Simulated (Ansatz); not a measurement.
Setting up doublet [CH3AlF2]+ in Ansatz

[CH3AlF2]+: 7 atoms, total charge +1, spin state doublet. As SMILES of the parent species, `[CH3][Al]([F])[F]`. Geometry: relaxed at PBE0-D4/def2-TZVP. That shape belongs to the parent species and isn't relaxed for this state.

```xyz
7

C    -0.2536    0.8259   -0.2387
Al    0.2931   -0.9562    0.2455
F     1.5132   -1.2195    1.3155
F    -0.4234   -2.2976   -0.3786
H    -1.0758    0.8160   -0.9561
H    -0.5734    1.3845    0.6451
H     0.5811    1.3789   -0.6782
```

Settings wanted:

```yaml
basis_set: def2-SVPD
task: energy
method: DFT
functional: BHLYP
reference: UKS
accuracy: high
start_density: atoms
```

Q: Give an Ansatz 0.2.0 job that does this.

A: This one ran through:

in.yaml:
```yaml
crystal:
  periodic: [false, false, false]
  atoms:
    - {symbol: C, position_ang: [-0.253600, 0.825900, -0.238700]}
    - {symbol: Al, position_ang: [0.293100, -0.956200, 0.245500]}
    - {symbol: F, position_ang: [1.513200, -1.219500, 1.315500]}
    - {symbol: F, position_ang: [-0.423400, -2.297600, -0.378600]}
    - {symbol: H, position_ang: [-1.075800, 0.816000, -0.956100]}
    - {symbol: H, position_ang: [-0.573400, 1.384500, 0.645100]}
    - {symbol: H, position_ang: [0.581100, 1.378900, -0.678200]}
basis:
  gaussian:
    orbitals: def2-SVPD
total_charge: 1
magnetization:
  spin_polarized: true
  initial_magnetization: 1
hamiltonian:
  xc: {name: BHLYP}
accuracy: high
output: {orbitals: {seedname: orbitals}}
```

```bash
$ ansatz run in.yaml --threads 1 --pin off --max-ram 3480MiB --events-out events.jsonl --progress --plain --runs-dir runs
```

Calculated total energy: -481.40921 Eh.
